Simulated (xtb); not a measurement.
A run for xtb: GFN2-xTB on BaN, 2S+1 = 2, a spin state set in the input, which need not be the lowest, a point of a bond scan (R = 1.994 Å).

```
$ xtb mol.xyz --gfn 2 --sp --chrg 0 --uhf 1
2

N      0.00000000     0.00000000     0.00000000
Ba     0.00000000     0.00000000     1.99428300
```

Output:

```
[...]
           -------------------------------------------------
          |                Calculation Setup                |
           -------------------------------------------------



           -------------------------------------------------
          |                 G F N 2 - x T B                 |
           -------------------------------------------------

        Reference                      10.1021/acs.jctc.8b01176
      * Hamiltonian:
        H0-scaling (s, p, d)           1.850000    2.230000    2.230000
        zeta-weighting                 0.500000
      * Dispersion:
        s8                             2.700000
        a1                             0.520000
        a2                             5.000000
        s9                             5.000000
      * Repulsion:
        kExp                           1.500000    1.000000
        rExp                           1.000000
      * Coulomb:
        alpha                          2.000000
        third order                    shell-resolved
        anisotropic                    true
        a3                             3.000000
        a5                             4.000000
        cn-shift                       1.200000
        cn-exp                         4.000000
        max-rad                        5.000000


          ...................................................
          :                      SETUP                      :
          :.................................................:
          :  # basis functions                  14          :
          :  # atomic orbitals                  13          :
          :  # shells                            5          :
          :  # electrons                         7          :
          :  max. iterations                   250          :
          :  Hamiltonian                  GFN2-xTB          :
          :  restarted?                      false          :
          :  GBSA solvation                  false          :
          :  PC potential                    false          :
          :  electronic temp.          300.0000000     K    :
          :  accuracy                    1.0000000          :
          :  -> integral cutoff          0.2500000E+02      :
          :  -> integral neglect         0.1000000E-07      :
          :  -> SCF convergence          0.1000000E-05 Eh   :
          :  -> wf. convergence          0.1000000E-03 e    :
          :  Broyden damping             0.4000000          :
          :  net charge                          0          :
          :  unpaired electrons                  1          :
          ...................................................

 iter      E             dE          RMSdq      gap      omega  full diag
   1      3.6229829  0.362298E+01  0.256E+02    3.81       0.0  T
   2     -2.1611941 -0.578418E+01  0.912E+01   27.00       1.0  T
   3     -2.3197577 -0.158564E+00  0.782E+01   11.49       1.0  T
   4     -2.4835004 -0.163743E+00  0.752E+01    4.90       1.0  T
   5     -2.6745963 -0.191096E+00  0.708E+01    2.32       1.0  T
   6     -2.5331018  0.141495E+00  0.518E+01    4.03       1.0  T
   7      3.6594013  0.619250E+01  0.350E+02    4.65       1.0  T
   8     -2.9834970 -0.664290E+01  0.179E+01    0.26       1.0  T
   9     -2.1524701  0.831027E+00  0.218E+02   22.95       1.0  T
  10     -2.3528814 -0.200411E+00  0.447E+01   10.88       1.0  T
  11      1.5742128  0.392709E+01  0.215E+02    3.92       1.0  T
  12      1.1872051 -0.387008E+00  0.230E+02    3.02       1.0  T
  13      1.4522789  0.265074E+00  0.242E+02    3.81       1.0  T
  14     -3.0223694 -0.447465E+01  0.174E+01    0.36       1.0  T
  15     -2.2773383  0.745031E+00  0.103E+02   15.28       1.0  T
  16     -2.6553163 -0.377978E+00  0.635E+01    2.68       1.0  T
  17     -2.9311511 -0.275835E+00  0.189E+01    0.31       1.0  T
  18     -2.4680597  0.463091E+00  0.644E+01    5.74       1.0  T
  19     -3.0170345 -0.548975E+00  0.286E+01    0.28       1.0  T
  20     -3.0563709 -0.393365E-01  0.422E+01    0.31       1.0  T
  21     -3.0776858 -0.213149E-01  0.457E+01    0.34       1.0  T
  22     -3.0355317  0.421542E-01  0.435E+01    0.30       1.0  T
  23     -3.0015451  0.339865E-01  0.427E+01    0.29       1.0  T
  24     -2.9999104  0.163469E-02  0.427E+01    0.29       1.0  T
  25     -2.9321262  0.677842E-01  0.409E+01    0.31       1.0  T
  26     -3.0145080 -0.823818E-01  0.356E+01    0.27       1.0  T
  27     -3.0353002 -0.207922E-01  0.352E+01    0.25       1.0  T
  28     -3.0054540  0.298462E-01  0.324E+01    0.26       1.0  T
  29     -3.0253281 -0.198741E-01  0.310E+01    0.24       1.0  T
  30     -3.1960584 -0.170730E+00  0.268E+01    0.31       1.0  T
  31     -3.0311030  0.164955E+00  0.184E+01    0.01       1.0  T
  32     -2.6124606  0.418642E+00  0.186E+01    3.40       1.0  T
  33      0.8122878  0.342475E+01  0.218E+02    2.04       1.0  T
  34     -2.4096872 -0.322198E+01  0.126E+02    5.64    
[...]
4861E-03  0.104E+00    0.15       1.0  T
  90     -3.2108764 -0.233857E-03  0.788E-01    0.14       1.0  T
  91     -3.2108400  0.363498E-04  0.812E-01    0.15       1.0  T
  92     -3.2107376  0.102432E-03  0.959E-01    0.13       1.0  T
  93     -3.2108202 -0.825980E-04  0.872E-01    0.15       1.0  T
  94     -3.2107367  0.835099E-04  0.950E-01    0.13       1.0  T
  95     -3.2108141 -0.774433E-04  0.881E-01    0.15       1.0  T
  96     -3.2108415 -0.273849E-04  0.794E-01    0.14       1.0  T
  97     -3.2109206 -0.791035E-04  0.682E-01    0.15       1.0  T
  98     -3.2110240 -0.103448E-03  0.381E-01    0.14       1.0  T
  99     -3.2110801 -0.560184E-04  0.565E-02    0.14       1.3  T
 100     -3.2110609  0.191180E-04  0.244E-01    0.15       1.0  T
 101     -3.2110717 -0.107277E-04  0.153E-01    0.14       1.0  T
 102     -3.2110700  0.166368E-05  0.175E-01    0.15       1.0  T
 103     -3.2110752 -0.523494E-05  0.120E-01    0.14       1.0  T
 104     -3.2110767 -0.145655E-05  0.110E-01    0.15       1.0  T
 105     -3.2110781 -0.142002E-05  0.805E-02    0.14       1.0  T
 106     -3.2110791 -0.100573E-05  0.711E-02    0.14       1.0  T
 107     -3.2110798 -0.672460E-06  0.470E-02    0.14       1.5  T
 108     -3.2110801 -0.347815E-06  0.438E-02    0.14       1.6  T
 109     -3.2110805 -0.343953E-06  0.233E-02    0.14       3.0  T
 110     -3.2110806 -0.103609E-06  0.226E-02    0.14       3.1  T
 111     -3.2110807 -0.122522E-06  0.562E-03    0.14      12.6  T
 112     -3.2110807 -0.856372E-08  0.819E-03    0.14       8.6  T
 113     -3.2110807 -0.111754E-07  0.440E-03    0.14      16.1  T
 114     -3.2110807 -0.515733E-09  0.328E-03    0.14      21.6  T
 115     -3.2110807 -0.196479E-08  0.994E-04    0.14      71.1  T
 116     -3.2110807 -0.303308E-10  0.605E-04    0.14     117.0  T

   *** convergence criteria satisfied after 116 iterations ***

         #    Occupation            Energy/Eh            Energy/eV
      -------------------------------------------------------------
         1        2.0000           -0.4881549             -13.2834
         2        2.0000           -0.3456479              -9.4056
         3        1.4571           -0.3191101              -8.6834
         4        1.4571           -0.3191101              -8.6834 (HOMO)
         5        0.0858           -0.3138203              -8.5395 (LUMO)
         6                         -0.1624378              -4.4202
         7                         -0.1624378              -4.4202
         8                         -0.0658237              -1.7912
         9                         -0.0189575              -0.5159
       ...                                ...                  ...
        13                          0.3066553               8.3445
      -------------------------------------------------------------
                  HL-Gap            0.0052898 Eh            0.1439 eV
             Fermi-level           -0.3176162 Eh           -8.6428 eV

 SCC (total)                   0 d,  0 h,  0 min,  0.027 sec
 SCC setup                      ...        0 min,  0.000 sec (  0.593%)
 Dispersion                     ...        0 min,  0.000 sec (  0.140%)
 classical contributions        ...        0 min,  0.000 sec (  0.087%)
 integral evaluation            ...        0 min,  0.000 sec (  1.739%)
 iterations                     ...        0 min,  0.026 sec ( 95.430%)
 molecular gradient             ...        0 min,  0.000 sec (  1.621%)
 printout                       ...        0 min,  0.000 sec (  0.315%)

         :::::::::::::::::::::::::::::::::::::::::::::::::::::
         ::                     SUMMARY                     ::
         :::::::::::::::::::::::::::::::::::::::::::::::::::::
         :: total energy              -3.189841986344 Eh    ::
         :: gradient norm              0.109995814882 Eh/a0 ::
         :: HOMO-LUMO gap              0.143942062238 eV    ::
         ::.................................................::
         :: SCC energy                -3.211080736015 Eh    ::
         :: -> isotropic ES            0.059919958691 Eh    ::
         :: -> anisotropic ES          0.008329356672 Eh    ::
         :: -> anisotropic XC          0.003132282685 Eh    ::
         :: -> dispersion             -0.000963654349 Eh    ::
         :: repulsion energy           0.021238749671 Eh    ::
         :: add. restraining           0.000000000000 Eh    ::
         :: total charge               0.000000000000 e     ::
         :::::::::::::::::::::::::::::::::::::::::::::::::::::

           -------------------------------------------------
          |                Property Printout                |
           -------------------------------------------------

    * Orbital Energies and Occupations

         #    Occupation            Energy/Eh            Energy/eV
      -------------------------------------------------------------
         1        2.0000           -0.4881549             -13.2834
         2        2.0000           -0.3456479              -9.4056
         3        1.4571           -0.3191101              -8.6834
         4        1.4571           -0.3191101              -8.6834 (HOMO)
         5        0.0858           -0.3138203              -8.5395 (LUMO)
         6                         -0.1624378              -4.4202
         7                         -0.1624378              -4.4202
         8                         -0.0658237              -1.7912
         9                         -0.0189575              -0.5159
        10                         -0.0189575              -0.5159
        11                          0.0573578               1.5608
        12                          0.0573578               1.5608
        13                          0.3066553               8.3445
      -------------------------------------------------------------
                  HL-Gap            0.0052898 Eh            0.1439 eV
             Fermi-level           -0.3176162 Eh           -8.6428 eV

     #   Z          covCN         q      C6AA      α(0)
     1   7 N        0.698    -0.436    32.759     8.395
     2  56 Ba       0.698     0.436  4090.133   291.357

 Mol. C6AA /au·bohr⁶  :       4609.613617
 Mol. C8AA /au·bohr⁸  :    1306760.015321
 Mol. α(0) /au        :        299.751864


Wiberg/Mayer (AO) data.
largest (>0.10) Wiberg bond orders for each atom

 ---------------------------------------------------------------------------
     #   Z sym  total        # sym  WBO       # sym  WBO       # sym  WBO
 ---------------------------------------------------------------------------
     1   7 N    1.673 --     2 Ba   1.673
     2  56 Ba   1.673 --     1 N    1.673
 ---------------------------------------------------------------------------

Topologies differ in total number of bonds
Writing topology from bond orders to xtbtopo.mol

molecular dipole:
                 x           y           z       tot (Debye)
 q only:        0.000       0.000       1.643
   full:       -0.000      -0.000       2.503       6.361
molecular quadrupole (traceless):
                xx          xy          yy          xz          yz          zz
 q only:       -3.097       0.000      -3.097       0.000       0.000       6.193
  q+dip:       -5.758       0.000      -5.758      -0.000      -0.000      11.517
   full:       -4.618       0.000      -4.618      -0.000      -0.000       9.235


           -------------------------------------------------
          | TOTAL ENERGY               -3.189841986344 Eh   |
Note: The following floating-point exceptions are signalling: IEEE_UNDERFLOW_FLAG IEEE_DENORMAL
normal termination of xtb
          | GRADIENT NORM               0.109995814882 Eh/α |
          | HOMO-LUMO GAP               0.143942062238 eV   |
           -------------------------------------------------

------------------------------------------------------------------------
------------------------------------------------------------------------
 total:
 SCF:
```

The run finished.

Cost: around 0.08 core-seconds (rough).
